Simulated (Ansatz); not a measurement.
Geometry optimisation, RKS r2SCAN/def2-mTZVP in Ansatz 0.2.0.

The input (input.yaml):

```yaml
crystal:
  periodic: [false, false, false]
  atoms:
    - { symbol: Ga, position_ang: [0.0, 0.0, 0.0] }
    - { symbol: H, position_ang: [0.0, 0.0, 1.92] }
    - { symbol: O, position_ang: [1.5501, 0.0, -0.895] }
    - { symbol: H, position_ang: [1.85, -0.9519, -1.0499] }
    - { symbol: O, position_ang: [-1.5501, 0.0, -0.895] }
    - { symbol: H, position_ang: [-2.0598, -0.8467, -0.6865] }
    - { symbol: "N", position_ang: [0.0999, 2.1139, 0.7032] }
    - { symbol: H, position_ang: [0.4935, 2.3354, 1.6622] }
    - { symbol: H, position_ang: [-0.2461, 2.8972, 0.0784] }
    - { symbol: H, position_ang: [0.0487, 1.0304, 1.8459] }
basis:
  gaussian: { orbitals: def2-mTZVP }
hamiltonian:
  xc: r2scan
relax:
  f_tol: 0.15
  max_steps: 25
  restrain:
    - { distance: [0, 6], at: 1.93, k: 30.0 }
    - { distance: [9, 1], at: 0.66, k: 30.0 }
    - { distance: [0, 1], at: 2.77, k: 30.0 }
    - { distance: [9, 6], at: 2.26, k: 30.0 }
```

Run as:

```bash
$ ansatz run input.yaml --threads 4 --pin off --max-ram 5120MiB --backend cpu --events-out ev --progress --plain --runs-dir out
```

Problem. Where does it end, and by what steps?

Solution. The forces met the threshold. The restraints hold the end off the free minimum; the threshold counts their pulls, which the force column leaves out. Restrained pairs: Ga1–N7 (2.23 → 1.88 Å), H2–H10 (1.03 → 0.71 Å), Ga1–H2 (1.92 → 2.77 Å), N7–H10 (1.58 → 2.28 Å). After 15 steps the energy has fallen by 3.253 eV (the restraints' own energy left out); H9 moved furthest, 0.92 Å.

```json
{"step": "0", "energy less start (eV)": "0.0000", "largest force component (eV/Å)": "3.836", "accepted": "yes"}
{"step": "1", "energy less start (eV)": "-0.9698", "largest force component (eV/Å)": "4.858", "accepted": "yes"}
{"step": "2", "energy less start (eV)": "-1.8085", "largest force component (eV/Å)": "4.152", "accepted": "yes"}
{"step": "3", "energy less start (eV)": "-2.5382", "largest force component (eV/Å)": "2.605", "accepted": "yes"}
{"step": "4", "energy less start (eV)": "-2.8682", "largest force component (eV/Å)": "1.369", "accepted": "yes"}
{"step": "5", "energy less start (eV)": "-2.8784", "largest force component (eV/Å)": "1.404", "accepted": "no"}
{"step": "6", "energy less start (eV)": "-2.9542", "largest force component (eV/Å)": "1.241", "accepted": "yes"}
{"step": "7", "energy less start (eV)": "-3.0373", "largest force component (eV/Å)": "1.302", "accepted": "yes"}
{"step": "8", "energy less start (eV)": "-3.1314", "largest force component (eV/Å)": "1.276", "accepted": "yes"}
{"step": "9", "energy less start (eV)": "-3.2135", "largest force component (eV/Å)": "1.296", "accepted": "yes"}
{"step": "10", "energy less start (eV)": "-3.2417", "largest force component (eV/Å)": "1.359", "accepted": "yes"}
{"step": "11", "energy less start (eV)": "-3.2616", "largest force component (eV/Å)": "1.377", "accepted": "no"}
{"step": "12", "energy less start (eV)": "-3.2584", "largest force component (eV/Å)": "1.349", "accepted": "yes"}
{"step": "13", "energy less start (eV)": "-3.2508", "largest force component (eV/Å)": "1.371", "accepted": "yes"}
{"step": "14", "energy less start (eV)": "-3.2588", "largest force component (eV/Å)": "1.236", "accepted": "no"}
{"step": "15", "energy less start (eV)": "-3.2526", "largest force component (eV/Å)": "1.332", "accepted": "yes"}
```

```xyz
10
Properties=species:S:1:pos:R:3
Ga 0.020 0.574 -0.325
H -0.014 0.129 2.412
O 1.557 -0.297 -0.595
H 1.462 -1.153 -1.031
O -1.596 -0.033 -0.793
H -1.590 -0.903 -1.213
N 0.120 2.309 0.401
H 0.941 2.537 0.946
H -0.716 2.676 0.838
H 0.002 0.739 2.044
```

Run time: 38 s on 4 threads of Arm Neoverse V2, on a shared host, peak memory 0.19 GiB.
